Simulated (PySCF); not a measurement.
Predicted microwave data (PBE0/pcSseg-1 in PySCF (dipole) on a GFN2-xTB geometry, gas phase) for one isomer of C6H16Si2:

| Property | Result |
| --- | --- |
| Rotational constants | A = 2344, B = 657.6, C = 600.1 MHz |
| Dipole components | \|μa\| = 0.30 D, \|μb\| = 0.14 D, \|μc\| = 0.02 D |
| Inertial defect | -141.98 u·Å² |
| κ | -0.93 |

Question: Which structure is it? (One computed conformer of each.)
A. `[CH3:1][CH:2]([CH3:3])/[C:4](=[CH:5]\[SiH3:6])[CH2:7][SiH3:8]` with C1–C2–C4–C5 127°, C2–C4–C7–Si8 104°
B. `[CH2:1]=[CH:2][SiH2:3][SiH2:4][C@H:5]([CH3:6])[CH2:7][CH3:8]` with C1–C2–Si3–Si4 101°, C2–Si3–Si4–C5 -173°, Si3–Si4–C5–C6 72°, Si4–C5–C7–C8 -61°
C. `[CH3:1][Si@@H:2]([CH2:3][SiH3:4])[CH:5]1[CH2:6][CH2:7][CH2:8]1` with C1–Si2–C3–Si4 67°, C1–Si2–C5–C6 -42°, Si2–C5–C6–C7 106°, C5–C6–C7–C8 11°, C6–C7–C8–C5 -11°, Si2–C5–C8–C7 -107°
D. `[CH2:1]=[CH:2][SiH2:3][C@@H:4]([CH2:5][CH3:6])[SiH2:7][CH3:8]` with C1–C2–Si3–C4 122°, C2–Si3–C4–C5 -65°, Si3–C4–C5–C6 -172°, Si3–C4–Si7–C8 41°

Answer: B. It is C=C[SiH2][SiH2][C@H](C)CC, a near-prolate asymmetric top, point group C1. The candidates at the same level (rigid rotor, commonest isotopes):

| SMILES | A (MHz) | B (MHz) | C (MHz) | μa (D) | μb (D) | μc (D) | Δ (u·Å²) | point group | rotor |
| --- | --- | --- | --- | --- | --- | --- | --- | --- | --- |
| C=C[SiH2][SiH2][C@H](C)CC | 2344 | 657.6 | 600.1 | 0.30 | 0.14 | 0.02 | -141.98 | C1 | near-prolate asymmetric top |
| C[Si@@H](C[SiH3])C1CCC1 | 2022 | 875.7 | 758.7 | 0.29 | 0.08 | 0.06 | -160.92 | C1 | asymmetric top |
| CC(C)/C(=C\[SiH3])C[SiH3] | 1510 | 908.6 | 676.0 | 0.87 | 0.98 | 0.40 | -143.40 | C1 | asymmetric top |
| C=C[SiH2][C@@H](CC)[SiH2]C | 1415 | 994.3 | 709.8 | 0.12 | 0.26 | 0.03 | -153.26 | C1 | asymmetric top |

`C[Si@@H](C[SiH3])C1CCC1` has B 33 % too high; `C=C[SiH2][C@@H](CC)[SiH2]C` has B 51 % too high; `CC(C)/C(=C\[SiH3])C[SiH3]` has B 38 % too high. No structure here is proved a minimum.
